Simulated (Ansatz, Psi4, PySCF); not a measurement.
CH$_{3}$O$_{2}$ (SMILES O=C[OH2+]), charge +1, singlet, at a GFN2-xTB geometry. Base run: REVPBE/6-31G** (PySCF).

The PySCF input:
```python
from pyscf import gto, scf, dft

mol = gto.M(
    atom='''
O    -0.99670430   -0.48679131   -0.02050171
C     0.16260915    0.52937802   -0.00703074
O     1.22437017    0.11575511    0.11238354
H    -0.70362568   -1.42889272   -0.05203392
H    -0.30185128    1.51257374   -0.07705403
H    -1.79150481   -0.29165963   -0.56378237
''',
    basis='6-31g**',
    charge=1,
    verbose=4,
)

mf = dft.RKS(mol)
mf.xc = 'revpbe'
mf.kernel()
```

The same geometry, method and basis name were run in Ansatz (a program for electronic structure) and Psi4 and PySCF, at each program's defaults and at the settings that a row names. The base is PySCF at its defaults. Differences at the defaults can come from grids, fitting, cores and function types together.

| code and settings | ΔE vs base (mEh) | basis functions | E (Eh) | SCF cycles |
|---|---|---|---|---|
| PySCF, defaults (exact integrals, its default grid, spherical functions) | 0.000 | 57 | -189.97199 | 10 |
| Psi4, defaults (density fitting with its default set, its default grid, Cartesian functions) | -2.685 | 60 | -189.97467 | 9 |
| Ansatz, defaults (factorised integrals, its default grid, Cartesian functions) | -2.656 | 60 | -189.97465 | - |
| PySCF, density fitting with def2-universal-jkfit | (withheld) | 57 | (withheld) | 10 |
| PySCF, fine grid | 0.000 | 57 | -189.97199 | 10 |
| Psi4, exact integrals, spherical functions, fine grid | 0.000 | 57 | -189.97199 | 11 |
| Ansatz, high accuracy, Cartesian functions as the basis file defines them | -2.654 | 60 | -189.97464 | - |

Q: Some entries are withheld; supply them.

A: 
- PySCF, density fitting with def2-universal-jkfit, ΔE vs base (mEh): -0.080
- PySCF, density fitting with def2-universal-jkfit, E (Eh): -189.97207
